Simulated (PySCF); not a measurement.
Ge(NH2)(SH) (GeH3NS), SMILES [SH][Ge][NH2] (connectivity only; charge and spin as stated), neutral, multiplicity 1.

Geometry: ωB97X-D3(BJ)/def2-TZVP. Other conformers were not sampled.

All values below come from ωB97X-D3(BJ)/def2-TZVP (PySCF).

Frequencies are harmonic and unscaled.

Task: Estimate the vibrational spectrum. (Estimate from the structure and the level; the computed values follow.)

Result: 
```tsv
mode	ν (cm⁻¹)	IR (km/mol)	moving atoms (share of kinetic energy)
1	206	2.8	N 43 %, S 22 %, H 22 %, Ge 14 %
2	276	8.4	H 93 %
3	394	54.2	S 66 %, Ge 30 %
4	401	212.1	H 81 %, N 19 %
5	484	0.1	H 98 %
6	700	0.2	H 87 %
7	720	94.1	N 66 %, H 20 %, Ge 14 %
8	797	35.6	H 80 %, N 14 %
9	1583	48.2	H 89 %, N 11 %
10	2764	0.7	H 97 %
11	3600	21.9	H 96 %
12	3708	34.1	H 91 %, N 9 %
```
